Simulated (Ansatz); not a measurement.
C$_{9}$H$_{9}$N, SMILES `Cc1cccc(C)c1C#N`, relaxed with RKS PBE-D4/def2-SVP in the Gaussian-basis code of Ansatz from a rough embedded geometry. The force threshold is 0.03 eV/Å; the program also tests the step.

Charge 0, multiplicity 1.

Start:

```xyz
19

C     2.017   -1.455   -0.765
C     0.671   -0.976   -0.320
C    -0.388   -1.850   -0.138
C    -1.625   -1.384    0.274
C    -1.825   -0.034    0.510
C    -0.791    0.873    0.340
C    -0.982    2.336    0.588
C     0.457    0.388   -0.076
C     1.524    1.297   -0.253
N     2.391    2.036   -0.390
H     2.019   -2.533   -0.901
H     2.778   -1.190   -0.031
H     2.297   -0.982   -1.706
H    -0.243   -2.905   -0.320
H    -2.441   -2.078    0.412
H    -2.794    0.319    0.830
H    -0.767    2.907   -0.316
H    -0.297    2.684    1.361
H    -2.002    2.546    0.902
```

```json
{"step": "1", "energy (eV)": "-10947.9708", "largest force (eV/Å)": "2.963", "largest move (Å)": "0.000"}
{"step": "2", "energy (eV)": "-10948.1388", "largest force (eV/Å)": "0.312", "largest move (Å)": "0.048"}
{"step": "3", "energy (eV)": "-10948.1493", "largest force (eV/Å)": "0.041", "largest move (Å)": "0.015"}
{"step": "4", "energy (eV)": "-10948.1494", "largest force (eV/Å)": "0.015", "largest move (Å)": "0.001"}
```

End:

```xyz
19

C     2.037   -1.478   -0.773
C     0.685   -0.990   -0.326
C    -0.392   -1.872   -0.140
C    -1.645   -1.401    0.276
C    -1.847   -0.034    0.516
C    -0.803    0.890    0.345
C    -1.001    2.361    0.598
C     0.462    0.393   -0.078
C     1.545    1.315   -0.259
N     2.433    2.071   -0.404
H     2.043   -2.576   -0.913
H     2.824   -1.217   -0.035
H     2.340   -1.004   -1.729
H    -0.242   -2.947   -0.326
H    -2.477   -2.108    0.416
H    -2.834    0.328    0.842
H    -0.785    2.958   -0.312
H    -0.309    2.731    1.382
H    -2.037    2.578    0.918
```

It took 7.5 s on 2 threads of an AMD EPYC 7R13 on a shared host and a share of an NVIDIA H100 80 GB, with 0.85 GiB of host memory at the peak.
